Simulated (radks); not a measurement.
Species: neutral ytterbium. Configuration: [Xe] 4f14 6s1 5d1 (not the ground configuration). Calculated with a radial shooting solver on a logarithmic mesh with Libxc functionals: non-relativistic Kohn-Sham, LDA (Slater exchange, Perdew-Wang correlation), spin-polarised, spherical densities, point nucleus; open shells are filled with parallel spins first (spin-orbit coupling, left out, can overturn this in heavy ions); relativity is left out, which matters for an element this heavy.

Radial electron density D(r) = 4 pi r^2 rho(r):

```
   r/bohr * D(r) (the largest magnitude, 121, reaches the edge; | marks zero)
 0.003027 |       *
 0.004168 |             *
  0.00574 |                    *
 0.007905 |                            *
   0.0108 |                                    *
  0.01487 |                                        *
  0.02048 |                                      *
  0.02821 |                                    *
  0.03884 |                                        *
  0.05349 |                                                   *
  0.07367 |                                                      *
   0.1014 |                                             *
   0.1397 |                                              *
   0.1924 |                                                *
   0.2649 |                               *
   0.3649 |                         *
   0.5025 |                            *
    0.692 |                *
   0.9529 |       *
    1.312 |    *
    1.793 | *
    2.469 |*
      3.4 *
    4.682 *
    6.448 *
     8.88 *
    12.23 *
```

D(r) has 4 maxima, at r = 0.0160, 0.0664, 0.175, 0.468 bohr, and minima at 0.0284, 0.117, 0.331 bohr, inside which lie 1.95, 11.43, 29.94 electrons.
